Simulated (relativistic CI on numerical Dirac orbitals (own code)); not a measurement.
How well does a small relativistic CI reproduce Mg⁴⁺?

Calculated at this level of theory: Dirac-Coulomb-Breit CI, separate exchange-only KLI orbitals for each configuration, QED by a radiative potential, valence Slater integrals scaled by 0.85, P86 correlation estimate, and configurations built on the next ion tied to the tabulated ionisation energy (semi-empirical) (own radial code, finite nucleus).

Configuration list (outside the closed core 1s2): 2s²2p⁴, 2s²2p³3s, 2s²2p³3p, 2s²2p³3d, 2s²2p³4s, 2s2p⁵, 2p⁶, 2p⁵3s, 2s2p⁴3s, 2p⁵3p, 2s²2p³4p, 2s²2p³4d, 2s²2p³4f, 2p⁵3d, 2s2p⁴3p, 2s²2p²3s², 2s2p⁴3d, 2s²2p²3s3p, 2s²2p²3p², 2s²2p²3s3d, 2s2p⁴4s, 2s²2p²3p3d, 2s2p⁴4p, 2s2p⁴4d. Levels of other configurations are missing.

```
Configuration  Term (tabulated)  J  Measured (cm⁻¹)  Computed  Error  Purity (%)
       2s²2p⁴                3P  2              0.0         0      0         100
       2s²2p⁴                3P  1           1783.1      1772    -11         100
       2s²2p⁴                3P  0           2521.8      2497    -24         100
       2s²2p⁴                1D  2          35926.0     33035  -2891         100
       2s²2p⁴                1S  0          77279.0     68082  -9197          98
        2s2p⁵               3P°  2         283212.3    295004  11792          99
        2s2p⁵               3P°  1         284828.3    296609  11781          99
        2s2p⁵               3P°  0         285712.0    297481  11769          99
        2s2p⁵               1P°  1         397482.0    401694   4212          99
          2p⁶              1S †  0         662970.0    690974  28004          96
     2s²2p³3s               3S°  1         684541.0    686147   1606          99
     2s²2p³3s               3D°  3         727742.0    725191  -2551          99
     2s²2p³3s               3D°  2         727763.0    725191  -2572          99
     2s²2p³3s               3D°  1         727782.0    725212  -2570          99
     2s²2p³3s               1D°  2         735546.0    732429  -3117          99
     2s²2p³3s               3P°  0         756545.0    748393  -8152          98
     2s²2p³3s               3P°  1         756566.0    748439  -8127          97
     2s²2p³3s               3P°  2         756641.0    748567  -8074          96
     2s²2p³3s               1P°  1         764628.0    755876  -8752          97
     2s²2p³3d               3D°  1         821974.0    825730   3756          99
     2s²2p³3d               3D°  2         821989.0    825749   3760          99
     2s²2p³3d               3D°  3         822066.0    825850   3784          99
     2s²2p³3d               3D°  3         871216.0    869621  -1595          99
     2s²2p³3d               3D°  2         871357.0    869708  -1649          98
     2s²2p³3d               3D°  1         871390.0    869699  -1691          97
     2s²2p³3d               1P°  1         873456.0    871429  -2027          95
     2s²2p³3d               3P°  2         876795.0    874548  -2247          95
     2s²2p³3d               3P°  1         877283.0    875062  -2221          95
     2s²2p³3d               3P°  0         877463.0    875246  -2217          99
     2s²2p³3d               1D°  2         877611.0    874922  -2689          95
     2s²2p³3d               3S°  1         879515.0    876233  -3282          96
     2s²2p³3d               1F°  3         882791.0    881289  -1502          98
     2s²2p³3d               3P°  0         898757.0    891190  -7567          98
     2s²2p³3d               3P°  1         898962.0    891403  -7559          97
     2s²2p³3d               3P°  2         899369.0    891811  -7558          97
     2s²2p³3d               1D°  2         901474.0    895806  -5668          76
     2s²2p³3d             3D° †  3         902152.0    894766  -7386          96
     2s²2p³3d             3D° †  2         902509.0    894422  -8087          76
     2s²2p³3d               3D°  1         902766.0    894709  -8057          97
     2s²2p³3d               1F°  3         905370.0    898489  -6881          97
     2s²2p³4s               3S°  1         910750.0    913050   2300          99
     2s²2p³3d               1P°  1         914500.0    907266  -7234          97
      2s2p⁴3s                3P  2         940449.0    950511  10062          92
      2s2p⁴3s                3P  1         941944.0    952008  10064          92
      2s2p⁴3s                3P  0         942634.0    952691  10057          92
     2s²2p³4s               3D°  3         962075.0    958963  -3112          96
     2s²2p³4s               3D°  2         962103.0    958989  -3114          96
     2s²2p³4s               3D°  1         962114.0    959012  -3102          97
     2s²2p³4s               1D°  2         964836.0    961661  -3175          99
     2s²2p³4d               3D°  3        1013839.0   1011605  -2234          97
     2s²2p³4d               3D°  2        1013897.0   1011635  -2262          96
     2s²2p³4d               3D°  1        1013931.0   1011632  -2299          95
     2s²2p³4d               1P°  1        1015615.0   1013131  -2484          63
     2s²2p³4d               3P°  2        1017620.0   1012578  -5042          56
     2s²2p³4d               1D°  2        1018430.0   1016377  -2053          96
     2s²2p³4d               1F°  3        1019500.0   1018364  -1136          99
      2s2p⁴3s                3D  1        1020345.0   1025798   5453          85
      2s2p⁴3s                3D  2        1020419.0   1025845   5426          85
      2s2p⁴3s                3D  3        1020522.0   1025906   5384          84
```

Measured levels from NIST levels in Kelleher and Podobedova, J. Phys. Chem. Ref. Data 37, 267 (2008); pairs were made by configuration, J and term (by order where the table uses no LS term), so strongly mixed levels may be paired wrongly.

Mean error by configuration (cm⁻¹): 2s²2p⁴ -3031; 2s2p⁵ 9888; 2s²2p³3s -4701; 2s²2p³3d -3017; 2s²2p³4s -2040; 2s2p⁴3s 7741; 2s²2p³4d -2501. Over the excited levels the mean absolute error is 4707 cm⁻¹ (58 of the 61 excited levels that our extract of the source holds in range could be paired, and the others can miss by more), and the median relative error of those above 1,000 cm⁻¹ is 0.46 %. † marks terms whose computed intervals miss the measured ones by more than a factor of 2.5, or configurations far off the rest, from wrong mixing, a near crossing or a doubtful label or measurement; they are left out of the means.
